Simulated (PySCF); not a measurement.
**Computed properties of H7NO2Si2, SMILES N[Si@H](O)O[SiH3]**

H7NO2Si2, SMILES N[Si@H](O)O[SiH3]. Geometry: B3LYP-D3(BJ)/def2-SVP. The structure was generated by enumeration; whether it is a known compound was not checked. Other conformers were not sampled. All values are computed for the isolated molecule unless a solvent is named; none is compared with measurement here.

**Structure.** All 30 harmonic modes at B3LYP-D3(BJ)/def2-SVP (PySCF) are real, so it is a minimum. With heavy atoms numbered as in [NH2:1][Si@H:2]([OH:3])[O:4][SiH3:5], the shortest bond between them is Si2–O4 at 1.657 Å and the longest N1–Si2 at 1.718 Å.

**Vibrations.** The strongest infrared lines (harmonic, unscaled, degenerate partners summed) lie at 1007 cm⁻¹ (378 km/mol, H 74 %, Si 17 %, O 9 %), 1081 cm⁻¹ (346 km/mol, O 68 %, Si 17 %, H 15 %), 917 cm⁻¹ (288 km/mol, H 64 %, Si 22 %, O 13 %). The softest mode is at 40 cm⁻¹ and the zero-point energy is 49.9 kcal/mol.

**Electronic structure.** CAM-B3LYP/def2-TZVP (PySCF) places the frontier levels at -9.32 and 1.27 eV, a gap of 10.59 eV, and gives a dipole moment of 2.18 D and a mean polarisability of 61.8 bohr³. PBE/def2-TZVP (PySCF) at the same geometry gives -6.38 and -0.49 eV, so its gap is 4.70 eV narrower. An orbital gap is neither the optical nor the fundamental gap.

**Excitations.** TDA-PBE0/def2-SVPD (PySCF) has S1 at 6.85 eV (181 nm, f = 0.053, bright); the most intense of the 10 singlets computed lies at 6.85 eV (f = 0.05). T1 (TDA) is at 6.53 eV, 0.32 eV under S1. TDA-PBE/def2-SVPD (PySCF) puts S1 at 5.87 eV. No vertical singlet excitation falls in the visible range (under 3.1 eV).

**NMR.** GIAO shifts at PBE0/pcSseg-1 (PySCF) (non-relativistic, atoms alike by connectivity averaged): ¹H from 1.2 to 5.3 ppm against TMS; ²⁹Si from -42.9 to -39.3 ppm against TMS.
